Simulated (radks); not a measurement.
He II, 1 electrons, occupied as 2s1 (not the ground configuration).

Calculated with a radial shooting solver on a logarithmic mesh with Libxc functionals: Dirac Kohn-Sham, OLYP, spin-unpolarised, spherical densities, point nucleus.

Energy parts (Ry):
| part | energy |
|---|---|
| total | -0.99615 |
| kinetic | 0.96904 |
| electron-nucleus | -1.96893 |
| Hartree | 0.30197 |
| exchange-correlation | -0.29823 |

Orbitals (lengths in bohr, moments of r in powers of bohr; r(max) is where P^2 peaks):
| orbital | occ. | eigenvalue (Ry) | r(max) | small-component weight |
|---|---|---|---|---|
| 2s1/2 | 1 | -0.77078 | 2.591 | 1.29e-05 |

The highest occupied level is 2s1/2 at -10.487 eV. The density falls to 0.001 e/bohr^3 at r = 3.93 bohr.
